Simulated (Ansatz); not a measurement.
Molecule: sum formula H$_{5}$SiN$_{2}$O$_{2}$, net charge -1, singlet state. It need not be the lowest isomer of its formula. Whether it binds its extra electron was not tested at this geometry. 
Coordinates optimised at B3LYP-D3(BJ)/def2-TZVP (Ansatz, a quantum-chemistry and plane-wave program):
SMILES: N[Si](N)([O-])O
```xyz
10

Si    -0.0534    -0.1167    -0.1144
O     -0.6725    -1.0581    -1.1869
O      1.6068    -0.2232     0.2603
N     -0.1831     1.5985    -0.5849
N     -0.6962    -0.2862     1.5384
H      2.1015     0.2720    -0.3980
H     -0.9518     1.7348    -1.2289
H     -0.3079     2.2316     0.1961
H     -1.4311    -0.9818     1.5668
H      0.0177    -0.5580     2.2031
```
Charge -1, spin multiplicity 1.

Total electronic energies in hartree. Valence correlation only, unless marked. Spin-orbit coupling is left out. Non-relativistic. CBS marks a two-point X^-3 extrapolation of the correlation energy; Hartree-Fock from the larger set.

```csv
level,program,energy (Eh)
HF/6-31G,Ansatz,-550.41542
HF/6-31G*,Ansatz,-550.58498
HF/cc-pV(D+d)Z,Ansatz,-550.63179
HF/cc-pwCVTZ,Ansatz,-550.76402
B3LYP-D3(BJ)/def2-TZVPD,Ansatz + dftd3,-552.82387
B3LYP-D4/def2-TZVPD,Ansatz + dftd4,-552.82523
PBE0/STO-3G,Ansatz,-545.02729
PBE0/def2-TZVPD,Ansatz,-552.37334
BHLYP-D4/def2-TZVPD,Ansatz + dftd4,[?]
r2SCAN0-D4/def2-TZVPD,Ansatz + dftd4,-552.58586
MP2/cc-pVTZ,Ansatz,-551.79927
CCSD/aug-cc-pV(D+d)Z,Ansatz,-551.60098
CCSD/cc-pV(D+d)Z,Ansatz,-551.48125
CCSD(T) with core electrons (1s frozen past Ne)/cc-pwCVTZ,Ansatz,-552.35313
"CCSD(T)/CBS(aug-cc-pV(T+d)Z,aug-cc-pV(Q+d)Z)",Ansatz,-552.0354
```

Q: Complete the blanks.

A: 
- BHLYP-D4/def2-TZVPD, energy (Eh): -552.65451
